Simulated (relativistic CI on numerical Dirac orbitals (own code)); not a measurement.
## Co+ in a cubic cluster: L2,3 absorption with charge transfer

Computed with a charge-transfer multiplet model of a cubic metal-ligand cluster with up to 2 ligand holes, Slater and spin-orbit integrals from Dirac-Coulomb-Breit ions, Slater integrals scaled by 0.9. The parameters are those of a tetrahedral site (10Dq negative, t2 hopping the larger). The ground state mixes d8 with configurations of k ligand holes L, whose averages lie at kΔ + k(k − 1)U_dd/2; a core hole lowers each added d electron by U_cd. 300 K, Lorentzian 0.4 eV and Gaussian 0.3 eV FWHM.

Atomic integrals in eV (Slater integrals scaled, ζ unscaled), ground: F2dd 9.320, F4dd 5.741, zeta_d 0.056; with the core hole: F2dd 9.320, F4dd 5.741, zeta_d 0.075, zeta_core 9.677, F2cd 5.986, G1cd 4.436, G3cd 2.520.

Cluster parameters (eV): U_dd = 5.8, U_cd = 6.5, 10Dq = -0.2, 10Dq(ligand) = 0, V(eg) = 0.88, V(t2g) = -1.49, final-state hopping factor = 1.

| Case | n_d | d8 | d9L | d10L2 | S |
| --- | --- | --- | --- | --- | --- |
| Δ = 4.1 eV | 8.11 | 0.89 | 0.11 | 0.00 | 1.00 |
| Δ = 5.1 eV | 8.09 | 0.91 | 0.08 | 0.00 | 1.00 |
| Δ = 6.1 eV | 8.07 | 0.93 | 0.07 | 0.00 | 1.00 |
| Δ = 7.1 eV | 8.05 | 0.95 | 0.05 | 0.00 | 1.00 |
| Δ = 8.1 eV | 8.04 | 0.96 | 0.04 | 0.00 | 1.00 |

Weights, n_d and S are thermal averages at 300 K. Photon energies count from the first peak over 30 % of the highest in each spectrum, which can be another peak from case to case. The parameters are a model scan and need not match a compound or its usual spin state. Peaks in eV (height, largest 100):
- Δ = 4.1 eV: 0.0 (100), 0.4 (96), 2.1 (21), 15.9 (15)
- Δ = 5.1 eV: 0.0 (100), 0.4 (99), 2.2 (23), 15.9 (16)
- Δ = 6.1 eV: 0.0 (99), 0.5 (100), 2.3 (24), 16.0 (17)
- Δ = 7.1 eV: 0.0 (95), 0.5 (100), 2.3 (24), 16.1 (17)
- Δ = 8.1 eV: 0.0 (96), 0.5 (100), 2.3 (25), 16.0 (17)

For the case Δ = 5.1 eV, Δ = 5.1 eV is smaller than U_dd = 5.8 eV, the charge-transfer side of the Zaanen-Sawatzky-Allen scheme. With the core hole the configuration with one ligand hole lies at Δ + U_dd − U_cd = 3.4, 4.4, 5.4, 6.4, 7.4 eV from the one without, in the order of the table; where this is negative the screened configuration lies lower.
